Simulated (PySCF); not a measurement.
Species: C₈H₉N.
Structure used (GFN2-xTB), in Å, numbered top down from 1:
```xyz
18
C8H9N angstrom
C      2.8502    1.3921   -0.8001
C      1.8742    0.8977   -0.3151
C      0.6732    0.2960    0.2224
C      0.6109   -1.2214   -0.0405
C     -0.8731   -1.5079   -0.2454
C     -1.3371   -0.3192   -1.0808
C     -0.6094    0.8817   -0.4470
C     -1.4402    1.5052    0.5510
N     -2.0964    1.9766    1.3604
H      3.7152    1.8260   -1.2040
H      0.6396    0.4897    1.3006
H      1.0448   -1.7903    0.7801
H      1.1648   -1.4566   -0.9517
H     -1.0501   -2.4609   -0.7418
H     -1.3931   -1.5127    0.7147
H     -2.4192   -0.1907   -1.0699
H     -1.0118   -0.4379   -2.1154
H     -0.3515    1.6389   -1.1938
```

Level of theory: TDDFT PBE0/def2-SVPD, vertical, gas phase, core orbitals frozen in the response in PySCF 2.14.0, density-fitted response routines.

Ground-to-excited transition dipoles (e·a0, same axes as the geometry; the sign carries no meaning), for the states with f of 0.002 or more among the lowest 6:

```csv
state,E (eV),μx,μy,μz
S2,6.901,0.110,-0.146,-0.064
S4,7.329,0.025,0.324,-0.034
S5,7.432,-0.272,-0.041,-0.239
S6,7.722,-0.126,0.159,-0.067
```

Q: What oscillator strength does each state have?

A: f = (2/3) ΔE |μ|² with ΔE in hartree (27.2114 eV).

```tsv
state	|μ|² (au)	|μ| (D)	f
S2	0.037	0.49	0.006
S4	0.107	0.83	0.019
S5	0.132	0.92	0.024
S6	0.046	0.54	0.009
```

Q: What angle do the transition dipoles of S4 and S5 make?

A: |cos θ| = |μa·μb| / (|μa| |μb|) = 0.10, so θ ≈ 84° (taken between 0 and 90°, since the signs are arbitrary).

Q: What peak molar absorption coefficient would the strongest computed level give as a lone Gaussian band 0.5 eV wide at half height?

A: ε(max) = 2.175×10⁸ f / FWHM, with the width in cm⁻¹. S5: 2.175×10⁸ × 0.0241 / 4033 ≈ 1300 L mol⁻¹ cm⁻¹.

One conformer stands for the species.
